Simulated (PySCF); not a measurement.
## Gas-phase thermal properties of TaF₅

Computed with PySCF (xtb for GFN2) and rigid-rotor harmonic-oscillator thermochemistry at 1 bar. All species are closed-shell singlets. Ta: scalar-relativistic def2 core potential, no spin-orbit coupling. The harmonic model lacks anharmonicity and excited electronic states, which grow with temperature; levels with a mode under 35 cm⁻¹ are left out. Soft modes under 120 cm⁻¹ make the harmonic entropy rough for TaF₅.

```json
[
 {"level": "GFN2-xTB", "point group": "D3h", "σ": "6", "ZPE (kJ/mol)": "22.0", "S°298 (J/mol/K)": "363.9", "Cp298 (J/mol/K)": "114.8", "S°1000 (J/mol/K)": "515.8", "H1000 − H298 (kJ/mol)": "89.1"},
 {"level": "PBE/def2-SVP", "point group": "D3h", "σ": "6", "ZPE (kJ/mol)": "28.7", "S°298 (J/mol/K)": "355.3", "Cp298 (J/mol/K)": "104.8", "S°1000 (J/mol/K)": "500.8", "H1000 − H298 (kJ/mol)": "86.0"},
 {"level": "PBE0/def2-TZVP", "point group": "D3h", "σ": "6", "ZPE (kJ/mol)": "29.4", "S°298 (J/mol/K)": "351.9", "Cp298 (J/mol/K)": "104.1", "S°1000 (J/mol/K)": "497.0", "H1000 − H298 (kJ/mol)": "85.8"}
]
```
σ: rotational symmetry number. Electronic degeneracy used: 1. Frequencies are unscaled.
